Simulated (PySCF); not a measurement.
Species: C4H9FOSi.
Atom-mapped SMILES: `[CH3:1][C@@H:2]1[CH2:3][C@@H:4]([F:5])[SiH2:6][O:7]1` (hydrogens: H8, H9, H10 on C1; H11 on C2; H12, H13 on C3; H14 on C4; H15, H16 on Si6)

The same species was optimised twice, with GFN2-xTB and with PBE0-D3(BJ)/def2-SVP (PySCF), and the same property calculations (PySCF, gas phase) were run on both structures.

```tsv
coordinate	GFN2-xTB	PBE0-D3(BJ)/def2-SVP	change
Si6–O7 (Å)	1.626	1.679	+0.053
C4–Si6 (Å)	1.926	1.913	-0.013
C1–C2 (Å)	1.520	1.510	-0.010
C2–O7 (Å)	1.420	1.426	+0.006
C3–C4 (Å)	1.522	1.520	-0.002
C4–F5 (Å)	1.393	1.391	-0.002
C2–C3 (Å)	1.534	1.535	+0.001
C2–O7–Si6 (°)	116.1	113.3	-2.8
C3–C4–Si6 (°)	101.9	99.9	-2.0
C4–Si6–O7 (°)	93.8	94.9	+1.1
C1–C2–C3 (°)	112.8	113.8	+1.0
F5–C4–Si6 (°)	109.7	108.8	-0.9
C2–C3–C4 (°)	107.7	108.6	+0.9
C3–C2–O7 (°)	108.3	107.7	-0.6
C1–C2–O7 (°)	109.1	109.4	+0.3
```

Rotational constants: A = 3242, B = 1888, C = 1375 MHz (GFN2-xTB) against A = 3220, B = 1884, C = 1388 MHz (PBE0-D3(BJ)/def2-SVP). Point groups within 0.08 Å: C1 and C1.

On the GFN2-xTB structure: HOMO (eV) -7.95 [PBE0/pcSseg-1]; LUMO (eV) 0.49 [PBE0/pcSseg-1]; dipole (D) 1.62 [PBE0/pcSseg-1]; GIAO shielding of C1 (ppm) 161.2 [PBE0/pcSseg-1]; GIAO shielding of C2 (ppm) 108.1 [PBE0/pcSseg-1]; GIAO shielding of C3 (ppm) 139.8 [PBE0/pcSseg-1]; GIAO shielding of C4 (ppm) 91.7 [PBE0/pcSseg-1]; GIAO shielding of F5 (ppm) 413.5 [PBE0/pcSseg-1]; GIAO shielding of Si6 (ppm) 351.5 [PBE0/pcSseg-1]; GIAO shielding of O7 (ppm) 281.8 [PBE0/pcSseg-1].

Question: What do these properties become on the PBE0-D3(BJ)/def2-SVP structure?

Answer: 
```tsv
property	level	on GFN2-xTB	on PBE0-D3(BJ)/def2-SVP	change
HOMO (eV)	PBE0/pcSseg-1	-7.95	-7.92	+0.03
LUMO (eV)	PBE0/pcSseg-1	0.49	0.45	-0.04
dipole (D)	PBE0/pcSseg-1	1.62	1.81	+0.19
energy, GFN2-xTB geometry as zero (kcal/mol)	PBE0/pcSseg-1	0.0	-2.4	-2.4
GIAO shielding of C1 (ppm)	PBE0/pcSseg-1	161.2	160.2	-1.0
GIAO shielding of C2 (ppm)	PBE0/pcSseg-1	108.1	109.6	+1.5
GIAO shielding of C3 (ppm)	PBE0/pcSseg-1	139.8	137.8	-2.0
GIAO shielding of C4 (ppm)	PBE0/pcSseg-1	91.7	94.0	+2.3
GIAO shielding of F5 (ppm)	PBE0/pcSseg-1	413.5	416.3	+2.8
GIAO shielding of Si6 (ppm)	PBE0/pcSseg-1	351.5	346.3	-5.2
GIAO shielding of O7 (ppm)	PBE0/pcSseg-1	281.8	276.8	-5.0
```

The heavy atoms differ by 0.054 Å rms after alignment. Among bonds between heavy atoms Si6–O7 changes most (+0.053 Å). Changes are differences of the printed values. Neither structure is proved a minimum here.
